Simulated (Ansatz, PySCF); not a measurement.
Dimer: GeH4O2 (SMILES [OH][GeH2][OH]) (first 7 atoms) with CH4 (SMILES C); geometry from B3LYP-D3(BJ)/def2-TZVP, rigid monomers moved along the line of their centres of mass till H7···C8 is 2.42 Å.
(charge 0, multiplicity 1):
```xyz
12

O      1.00359    -0.95433    -0.00969
Ge    -0.47691     0.02249    -0.24237
O     -0.30373     1.59505     0.58344
H      1.78806    -0.53920    -0.38304
H     -0.67766     0.40253    -1.71475
H     -1.57731    -0.84070     0.38618
H     -0.19936     1.50039     1.53633
C      0.33796    -0.10091     3.27011
H      0.51022    -0.64222     4.19904
H      0.80735     0.88080     3.34238
H      0.77051    -0.65477     2.43814
H     -0.73687     0.01067     3.12323
```

Counterpoise-corrected where a basis set is named; no monomer relaxation.

Cores are frozen in the correlated methods. Filled d and f shells under p-block atoms count as core.

The values were computed with Ansatz (Gaussian basis) for Hartree–Fock, density functionals and correlated methods; PySCF for the dispersion terms. Each number belongs to the level named beside it.

PBE/def2-TZVPPD gives 0.2 kJ/mol for the interaction energy.

**Question.** How do the other levels lie against it? Give each less PBE: PBE-D3(BJ)/def2-TZVPPD, r2SCAN/def2-TZVPPD, B3LYP/def2-TZVPPD, wB97M-V/def2-TZVPPD, MP2/aug-cc-pVDZ, CCSD(T)/aug-cc-pVDZ.

**Answer.** PBE-D3(BJ)/def2-TZVPPD -6.6; r2SCAN/def2-TZVPPD -4.4; B3LYP/def2-TZVPPD 4.6; wB97M-V/def2-TZVPPD -6.0; MP2/aug-cc-pVDZ -1.6; CCSD(T)/aug-cc-pVDZ -2.0 kJ/mol. 1 of 6 lie above PBE; the widest gap is to PBE-D3(BJ)/def2-TZVPPD.

Ansatz is a program for electronic structure.
